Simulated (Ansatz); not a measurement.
Gas-phase electronic energies from Ansatz, PBE0-D4/def2-TZVP geometries. CCSD(T)/CBS is the MP2 limit (def2-TZVPP, def2-QZVPP) plus CCSD(T) − MP2 in def2-TZVPP, frozen cores. DFT in def2-TZVPP. def2 core potentials past Kr. For Ge, In outer-core shells are correlated without core-valence functions, which leaves a few kJ/mol of doubt a bond. Scalar relativity is left out up to krypton. Each species was taken in one conformer, which may not be the lowest.

Reaction (redistribution): `N#[C][Ge]([F])([Cl])[Cl]` + `CC(C)(C)[NH][InH2]` → `CC(C)(C)[NH][Ge]([F])([Cl])[Cl]` + `N#[C][InH2]`

Task: Is it downhill or uphill in electronic energy at CCSD(T)/CBS, and by how much? (Estimate.)

Result: Ansatz gave: Downhill: ΔE = -58.8 kJ/mol.

Task: What do these levels give: LDA (SPW92), B97M-V, r2SCAN0-D4, PBE-QIDH, r2SCAN, PBE0, r2SCAN0, CAM-B3LYP, CCSD(T)/def2-SVP, HF/def2-QZVPP, MP2/def2-QZVPP, MP2/CBS(def2)? (Estimate.)

Result: Computed: LDA (SPW92) -51.6, B97M-V -57.1, r2SCAN0-D4 -68.6, PBE-QIDH -64.5, r2SCAN -59.0, PBE0 -60.3, r2SCAN0 -66.8, CAM-B3LYP -63.3, CCSD(T)/def2-SVP -63.0, HF/def2-QZVPP -81.4, MP2/def2-QZVPP -57.1, MP2/CBS(def2) -56.4 kJ/mol.

Largest T1 diagnostic among the species: 0.015.

Leaving LDA and LC-ωPBE aside and taking each functional with its dispersion term where it has one, the values, not all of them listed here, spread over 20.5 kJ/mol, from BHLYP-D4 to PBE-D4. The D4 term adds −5.3 kJ/mol with B3LYP and −3.5 kJ/mol with PBE0; it sums over pairs of atoms, weighted by their polarisabilities, and B3LYP, whose exchange is more repulsive, gets the larger term. From PBE to PBE0 (25 % exact exchange), in def2-TZVPP and without D4, ΔE moves by −11.3 kJ/mol.

B3LYP here is the variant with VWN-RPA as its local correlation; programs differ in this.
